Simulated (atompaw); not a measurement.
**bromine (Br): PAW (atompaw) pseudisation with LDA (PW92), scalar-relativistic reference atom.**

Br, PAW, made with atompaw 4.2.0.5 (LDA (PW92), scalar-relativistic). Core [Ar] 3d10, reference 4s2 4p3 (charge +2). Waves: 4s (bound): rc 1.75 bohr; 4s channel at -2.1 Ry: rc 1.75 bohr; 4p (bound): rc 1.75 bohr; 4p channel at -0.6 Ry: rc 1.75 bohr. Local part: ultrasoft scheme with l = 2 at 0 Ry, radius 1.25 bohr. Core correction: smooth core density matched at 1.05 bohr. Augmentation charge: sinc compensation charge, radius 1.50 bohr; PAW radius 1.75 bohr; waves and projectors: custom polynom gramschmidtortho.

Poles of the logarithmic derivatives, all-electron (AE) and pseudo (PS). s: poles at -0.0 (AE) and -0.0 (PS) Ry. p: poles at 1.8 (AE) and 1.9 (PS) Ry. Test radius 1.76 bohr.

- Cutoffs needed: 15 Ry and 25 Ry (the cutoffs (Ry, on a coarse ladder) from which the occupation-weighted sum of valence levels, in a spherical-Bessel basis at the reference potential, stays within 10 and 1 mRy of its value at 400 Ry)
- Ghost test: no extra level below or beside the all-electron valence levels (s, p, d, f tested) (spherical-Bessel basis up to 400 Ry, 20 bohr box)
- Lowest eigenvalue of the overlap operator: 0.16 (s channel)
- Overlap eigenvalues printed by atompaw (projector basis): 0.234, 2.04, 5.73, 713
- Share of each valence orbital outside the PAW sphere: 4s 34 %, 4p 50 %
